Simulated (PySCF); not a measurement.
Numbering as in the mapped SMILES `[CH3:1][CH2:2][O:3][Si:4]([F:5])([F:6])[F:7]` (H(Xn): hydrogen on atom n).

How the numbers were obtained: geometry: GFN2-xTB, shieldings: GIAO PBE0/pcSseg-1, in PySCF 2.14.0 with density-fitted response routines (non-relativistic Hamiltonian, rapidly exchanging positions averaged, one conformer, isolated molecule).

δ = σ(ref) − σ, references computed at the same level: TMS for ¹³C (186.93 ppm), ¹H (31.72 ppm), ²⁹Si (349.16 ppm); ¹⁷O (336.08 ppm) vs H2O; ¹⁹F (170.95 ppm) vs CFCl3.

```json
{"atoms": "C1", "nucleus": "¹³C", "count": "1", "δ (ppm)": "19.7"}
{"atoms": "F5/F6/F7", "nucleus": "¹⁹F", "count": "3", "δ (ppm)": "?"}
{"atoms": "H(C1)", "nucleus": "¹H", "count": "3", "δ (ppm)": "1.39"}
{"atoms": "O3", "nucleus": "¹⁷O", "count": "1", "δ (ppm)": "45.2"}
{"atoms": "C2", "nucleus": "¹³C", "count": "1", "δ (ppm)": "?"}
{"atoms": "H(C2)", "nucleus": "¹H", "count": "2", "δ (ppm)": "4.31"}
{"atoms": "Si4", "nucleus": "²⁹Si", "count": "1", "δ (ppm)": "-105.2"}
```

Q: Complete the table.

A: 
- C2: 64.5 ppm, sp3 CH2 bonded to O; pulled downfield by the heteroatom
- F5/F6/F7: -171.1 ppm, fluorine bonded to Si

Shifts are as computed. Against solution values, carbons near 30 ppm lie about +3 ppm off and those near 130 ppm about +5 ppm. Of 1309 compounds with measured shifts, 239 miss one by over three times the rms of a fit or turn the order of signals round; such compounds aren't used in these exercises. Unscaled 19F shifts against computed CFCl3 carry errors that often reach 10 to 50 ppm. Experimental scales use liquid or dissolved standards, which lie at an offset from isolated H2O (liquid H2O: subtract about 36 ppm).
